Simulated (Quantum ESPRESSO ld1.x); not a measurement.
All-electron atom: Sb41+ in [Ne].

Method: Dirac Kohn-Sham, LDA (Slater exchange, Perdew-Zunger correlation), spin-unpolarised, spherical densities, point nucleus; computed with ld1.x of Quantum ESPRESSO 7.5.

Energy parts (eV):
part                   energy
total                 -133774
kinetic                142598
electron-nucleus      -288280
Hartree                 14138
exchange-correlation    -2231

Orbitals (lengths in bohr, moments of r in powers of bohr; r(max) is where P^2 peaks):
| orbital | occ. | eigenvalue (eV) | r(max) | <r^2> | small-component weight |
|---|---|---|---|---|---|
| 1s1/2 | 2 | -32953.4 | 0.018 | 0.001093 | 3.51e-02 |
| 2s1/2 | 2 | -7129.73 | 0.103 | 0.01694 | 7.76e-03 |
| 2p1/2 | 2 | -6875.87 | 0.079 | 0.01248 | 7.73e-03 |
| 2p3/2 | 4 | -6613.13 | 0.083 | 0.01366 | 7.40e-03 |

The highest occupied level is 2p3/2 at -6613.1 eV. The density falls to 0.001 e/bohr^3 at r = 0.46 bohr.
